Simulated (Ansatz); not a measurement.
Ansatz (a first-principles code) input (B3LYP/def2-SVP):

Ansatz 0.2 input:
```yaml
crystal:
  periodic: [false, false, false]
  atoms:
    - {symbol: C, position_ang: [-1.68480600, -0.90663900, 0.58619300]}
    - {symbol: Si, position_ang: [-0.66094400, 0.50719800, -0.12356800]}
    - {symbol: Si, position_ang: [1.62536500, 0.04512700, -0.22564400]}
    - {symbol: H, position_ang: [-2.74265200, -0.63545400, 0.60990900]}
    - {symbol: H, position_ang: [-1.36868800, -1.14172800, 1.60353100]}
    - {symbol: H, position_ang: [-1.57562800, -1.80697300, -0.02015000]}
    - {symbol: H, position_ang: [-0.83858700, 1.72516700, 0.70687900]}
    - {symbol: H, position_ang: [-1.11990700, 0.82081800, -1.50039100]}
    - {symbol: H, position_ang: [1.98449600, -1.08280900, -1.12581700]}
    - {symbol: H, position_ang: [2.26790600, -0.17174200, 1.09784900]}
basis:
  gaussian:
    orbitals: def2-SVP
hamiltonian:
  xc: {name: B3LYP}
magnetization: {spin_polarized: true, initial_magnetization: 1}
output: {forces: true}
```

Output:

```
Functional definition: B3LYP
integrals: 0.04 GiB planned
846 factors; integrals over basis functions are off by at most 1.2e-3 eV
mean field: 0.43 GiB planned
mean field evaluation 1: about -16895.5141 eV, gradient 3.1e1 eV
mean field evaluation 2: about -16891.7472 eV, gradient 3.9e1 eV
mean field evaluation 4: about -16900.5114 eV, gradient 8.6e-1 eV
mean field evaluation 8: about -16900.5726 eV, gradient 4.1e-2 eV
mean field evaluation 16: about -16900.5727 eV, gradient 9.2e-5 eV
mean field -16900.57265516 eV, -621.0845894575 hartree, gradient 2.0e-5 eV, S^2 0.752508; 0 other end points of the search recorded, 0 dependent functions left out
the calculation of the forces begins
reference -16900.57291656 eV, -621.0845990639 hartree; 21, 20 occupied and 64, 65 virtual orbitals, 846 factors
Total energy: -16900.57291656 eV, -621.0845990639 hartree
Atom 0 at    -1.684806    -0.906639     0.586193 Å, force     0.084728     0.104884    -0.053771 eV/Å
Atom 1 at    -0.660944     0.507198    -0.123568 Å, force     0.056683     0.000967    -0.007620 eV/Å
Atom 2 at     1.625365     0.045127    -0.225644 Å, force     0.029167     0.115871    -0.051192 eV/Å
Atom 3 at    -2.742652    -0.635454     0.609909 Å, force    -0.337687     0.089469     0.006382 eV/Å
Atom 4 at    -1.368688    -1.141728     1.603531 Å, force     0.092753    -0.078997     0.333613 eV/Å
Atom 5 at    -1.575628    -1.806973    -0.020150 Å, force     0.025359    -0.295647    -0.195170 eV/Å
Atom 6 at    -0.838587     1.725167     0.706879 Å, force    -0.021041     0.158701     0.100522 eV/Å
Atom 7 at    -1.119907     0.820818    -1.500391 Å, force    -0.056100     0.045997    -0.174558 eV/Å
Atom 8 at     1.984496    -1.082809    -1.125817 Å, force     0.045958    -0.125627    -0.113355 eV/Å
Atom 9 at     2.267906    -0.171742     1.097849 Å, force     0.080179    -0.015618     0.155148 eV/Å
Dipole moment:    -0.152797    -0.103362     0.061823 e Å
```

The geometry given is a B3LYP-D3(BJ)/def2-TZVP minimum.
